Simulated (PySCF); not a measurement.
## How methods differ on the excitation energy of Au(2+)

Au(2+) [Xe] 4f14 5d9 (2D) → Au(2+) [Xe] 4f14 5d8 6s1 (4F), as a difference of total energies. All numbers are calculated (PySCF 2.14, a scalar-relativistic core potential, in aug-cc-pwCVDZ-PP with ECP60MDF (6s6p5d3f, 70 functions)). Correlated levels: valence: 5s2 5p6 frozen; valence and next inner shell: nothing frozen outside the core potential. The calculations carry no spin-orbit coupling.

```json
{"method": "UHF", "excitation energy (eV)": "3.673"}
{"method": "LDA", "excitation energy (eV)": "3.808"}
{"method": "PBE", "excitation energy (eV)": "3.758"}
{"method": "PBE0", "excitation energy (eV)": "3.895"}
{"method": "r2SCAN", "excitation energy (eV)": "3.527"}
{"method": "CAM-B3LYP", "excitation energy (eV)": "3.924"}
{"method": "M06-2X", "excitation energy (eV)": "4.372"}
{"method": "wB97M-V", "excitation energy (eV)": "4.288"}
{"method": "B2PLYP", "excitation energy (eV)": "3.971"}
{"method": "MP2 (valence)", "excitation energy (eV)": "4.124"}
{"method": "SCS-MP2 (valence)", "excitation energy (eV)": "4.302"}
{"method": "MP2 (valence and next inner shell)", "excitation energy (eV)": "3.764"}
{"method": "SCS-MP2 (valence and next inner shell)", "excitation energy (eV)": "3.895"}
```

Task: How much does correlation contribute at MP2 (valence and next inner shell)?

Result: 3.764 − (3.673) = 0.091 eV, measured against UHF.
